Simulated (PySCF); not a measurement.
Co: electron affinity

Co⁻ [Ar] 3d8 4s2 (3F) → Co [Ar] 3d7 4s2 (4F), as a difference of total energies. Calculation: PySCF 2.14, in aug-cc-pwCVTZ-DK with one added diffuse shell each of s, p, d, f, g type (11s10p8d5f4g, 152 functions); scalar relativity by spin-free X2C-1e. The calculations carry no spin-orbit coupling.

```
method  electron affinity (eV)  difference from reference (eV)
   UHF                  -2.008                          -2.670
  BP86                   1.587                          +0.925
  PW91                   1.491                          +0.829
   M06                   1.273                          +0.611
```

Reference: 0.662 eV (measured; photodetachment measurements, as compiled on the Wikipedia data page of electron affinities).

The reference lies between the lowest fine-structure levels, while these numbers refer to the centres of the terms.

A negative affinity means that the anion lies above the atom at that level of theory.

In the anion the highest occupied orbital energy is positive at BP86, PW91, M06, a self-interaction effect; the basis confines that electron, and the energy difference can still be sensible.
